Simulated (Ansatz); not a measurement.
`[Cl][SnH]([Cl])[Cl]` + `CC(C)(C)[NH][In]([F])[F]` → `CC(C)(C)[NH][Sn]([Cl])([Cl])[Cl]` + `[F][InH][F]`  (redistribution)

Calculated with Ansatz (gas phase, PBE0-D4/def2-TZVP geometries, no zero-point term in ΔE). CBS: MP2 limit from def2 TZ/QZ plus the TZ coupled-cluster correction, frozen cores. DFT in def2-TZVPP. def2 core potentials past Kr. For In, Sn outer-core shells are correlated without core-valence functions, which leaves a few kJ/mol of doubt a bond. One conformer a species, not always the lowest.

`[Cl][SnH]([Cl])[Cl]`:

Cartesian coordinates in Å:
```
Cl 0.578 -1.960 0.929
Sn -0.020 0.110 0.123
Cl -1.954 -0.157 -1.092
Cl 1.624 0.781 -1.338
H -0.227 1.226 1.378
```

`CC(C)(C)[NH][In]([F])[F]`:

```xyz
18

C     0.872    1.396    1.014
C     0.071    0.317    0.288
C    -0.918    0.963   -0.670
C    -0.677   -0.540    1.308
N     1.028   -0.470   -0.498
In    0.422   -1.852   -1.812
F     1.607   -3.198   -2.550
F    -1.301   -1.923   -2.701
H     0.212    2.040    1.598
H     1.595    0.947    1.701
H     1.418    2.012    0.297
H    -1.492    0.210   -1.223
H    -0.395    1.595   -1.391
H    -1.636    1.581   -0.127
H     0.023   -1.051    1.973
H    -1.351    0.063    1.923
H    -1.283   -1.299    0.800
H     1.805   -0.788    0.069
```

`CC(C)(C)[NH][Sn]([Cl])([Cl])[Cl]`:

```xyz
19

C    -1.356    0.335   -0.545
C    -0.181    0.371    0.420
C     0.767    1.511    0.054
C    -0.691    0.556    1.847
N     0.497   -0.933    0.381
Sn    0.879   -1.918   -1.307
Cl    1.502   -0.670   -3.157
Cl   -0.935   -3.155   -1.992
Cl    2.598   -3.369   -0.811
H    -1.929    1.262   -0.482
H    -1.020    0.244   -1.585
H    -2.022   -0.500   -0.319
H     0.261    2.478    0.122
H     1.623    1.532    0.734
H     1.142    1.395   -0.965
H    -1.210    1.511    1.948
H    -1.377   -0.249    2.114
H     0.140    0.549    2.558
H     1.311   -0.951    0.985
```

`[F][InH][F]`:

Cartesian coordinates in Å:
```
F 0.888 1.413 0.789
In 0.029 -0.047 -0.146
F -1.263 -0.810 1.074
H 0.346 -0.555 -1.717
```

```tsv
level	ΔE (eV)
PBE0-D4	-0.13
HF/def2-SVP	-0.04
MP2/def2-SVP	-0.10
SCS-MP2/def2-QZVPP	-0.10
```

What does CCSD(T)/CBS give? (An estimate is asked.)

Ansatz gave: -0.10 eV. The listed levels differ from it by -0.03, 0.06, 0.00, 0.00 eV.

Largest T1 diagnostic among the species: 0.017.

From BLYP to BHLYP (50 % exact exchange), in def2-TZVPP and without D4, ΔE moves by −0.06 eV. Leaving LDA and LC-ωPBE aside and taking each functional with its dispersion term where it has one, the values, not all of them listed here, spread over 0.09 eV, from ωB97M-V to B2PLYP. LDA lies −0.07 eV from PBE without D4. In def2-TZVPP, CCSD(T) changes the Hartree–Fock value by −0.06 eV (the triples alone add −0.02 eV) and MP2 by −0.08 eV.
